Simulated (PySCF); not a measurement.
B3LYP has the VWN-RPA correlation part, as in Gaussian. Excitations are Tamm–Dancoff values on a coarser integration grid. The basis has no diffuse functions, so Rydberg states are missing or too high.

Z-matrix (Å, degrees):
```
Sn
F 1 1.9131
F 1 1.9131 2 105.26
O 1 1.9365 2 112.49 3 116.95
H 4 0.9654 1 112.22 2 -96.02
O 1 1.9365 2 107.66 3 -120.20
H 6 0.9654 1 112.22 2 19.68
```
Charge 0, spin multiplicity 1.

Give the total energy, HOMO, LUMO, brightest of the four lowest singlets (TDA) and S1 oscillator strength at the level PySCF with B3LYP-D3(BJ)/def2-TZVP.


```
Item                                               Result
-------------------------------------------  ------------
total energy                                 -565.9780 Ha
HOMO                                             -9.75 eV
LUMO                                             -3.03 eV
brightest of the four lowest singlets (TDA)       6.57 eV
S1 oscillator strength                              0.010
```
